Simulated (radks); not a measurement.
Values are calculated unless marked as measured or tabulated.
Valence configurations of the tellurium ion Te+ (all share [Kr]). Level of theory: scalar-relativistic Kohn-Sham, BLYP, spin-polarised, spherical densities, finite nucleus; open shells are filled with parallel spins first (spin-orbit coupling, left out, can overturn this in heavy ions); Fermi nuclear charge, rms radius 4.7423 fm (a radial shooting solver on a logarithmic mesh with Libxc functionals). Energies are relative to 4d10 5s2 5p3; eigenvalues in eV for spin up.

| valence | E (eV) | moment (Bohr magnetons) | e(4d) | e(5p) | e(5s) |
|---|---|---|---|---|---|
| 4d10 5s2 5p3 | 0.000 | 3 | -50.363 | -14.196 | -23.965 |
| 4d10 5s1.5 5p3.5 | 4.903 | 3 | -51.088 | -14.521 | -24.416 |
| 4d10 5s1 5p4 | 9.837 | 3 | -51.803 | -14.841 | -24.860 |
| 4d9.5 5s2 5p3.5 | 19.358 | 3 | -53.921 | -14.876 | -25.050 |
| 4d10 5p5 | 21.141 | 1 | -53.129 | -15.007 | - |
| 4d9 5s2 5p4 | 39.838 | 3 | -57.464 | -15.525 | -26.092 |
| 4d9 5s1 5p5 | 50.358 | 3 | -58.815 | -16.120 | -26.914 |
| 4d9 5p6 | 61.950 | 1 | -59.973 | -16.132 | - |
| 4d8 5s2 5p5 | 84.119 | 3 | -64.510 | -16.743 | -28.062 |

NIST lists [Kr] 4d10 5s2 5p3 as the ground configuration; this level of theory agrees among the configurations tried. The energies are those of spherical high-spin densities, not of single terms.
